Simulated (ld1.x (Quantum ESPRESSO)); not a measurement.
# What one change does to a pseudopotential (tellurium (Te), TM)

Te, norm-conserving Troullier–Martins (Kleinman–Bylander form), made with ld1.x (Quantum ESPRESSO) 7.5 (PBE, fully relativistic). Core [Kr] 4d10, reference 5s2 5p4. Waves: 5p (bound): rc 1.95 bohr; 5s (bound): rc 1.90 bohr. Local part: the s channel. Core correction: none.

Open shells are filled in proportion to 2j + 1 (rel_dist='average').

Change: wave 5s (bound): rc 1.90 bohr becomes 5s (bound): rc 1.24 bohr.

Cutoffs: the cutoffs (Ry, on a coarse ladder) from which the occupation-weighted sum of valence levels, in a spherical-Bessel basis at the reference potential, stays within 10 and 1 mRy of its value at 400 Ry; they do not see the model core or the augmentation charge, which bear on the density cutoff. Errors are all-electron minus pseudo energies relative to the spin-unpolarised reference configuration.

**Question.** How do hardness, ghosts and transferability respond?

**Answer.** The potential gets harder (30 Ry and 50 Ry → 140 Ry and 230 Ry); a bound ghost appears in p, s, which as a rule spoils a file; of the 7 tests that both files solve, the error grows in 5 and shrinks in 0 by more than 15 % and 0.3 meV (median size 4.1 → 15.3 meV); the range in which the s phases agree narrows (upper end 3.7 → -0.6). A smaller radius makes the pseudo-wave follow the all-electron one further in, where it bends more sharply, so more plane waves are needed. That the errors move this way runs against the usual rule that smaller radii transfer better.

| quantity | base | changed |
| --- | --- | --- |
| cutoff, loose | 30 Ry | 140 Ry |
| cutoff, tight | 50 Ry | 230 Ry |
| loose cutoff by channel (10 mRy a level) | p 12 Ry, s 21 Ry | p 15 Ry, s 140 Ry |
| bound ghosts | none | p3/2, p1/2, s (extra level of the local part) |
| error for 5s2 5p3, meV [ΔE 9.75 eV] | -2.3 | +2.9 |
| error for 5s2 5p2, meV [ΔE 27.70 eV] | -15 | +26 |
| error for 5s2 5p1, meV [ΔE 54.63 eV] | -37 | +116 |
| error for 5s2 5p0, meV [ΔE 91.14 eV] | -23 | +403 |
| error for 5s2 5p3.5, meV [ΔE 3.91 eV] | -0.4 | +0.4 |
| error for 5s2 5p4.3, meV [ΔE -1.47 eV] | 0.0 | +0.1 |
| error for 5s1 5p5, meV [ΔE 9.22 eV] | +4.1 | +15 |
| s: phases at 2.15 bohr within 0.05 rad from the reference energy up to (Ry; the scan ends near 5) | 3.7 | -0.6 |
| p1/2: phases at 2.15 bohr within 0.05 rad from the reference energy up to (Ry; the scan ends near 5) | to the end of the scan | to the end of the scan |
| p3/2: phases at 2.15 bohr within 0.05 rad from the reference energy up to (Ry; the scan ends near 5) | to the end of the scan | to the end of the scan |

 A true bound ghost makes a file unfit for plane-wave use even where its test errors are small: the radial tests pick states by their node count and pass the ghost by.
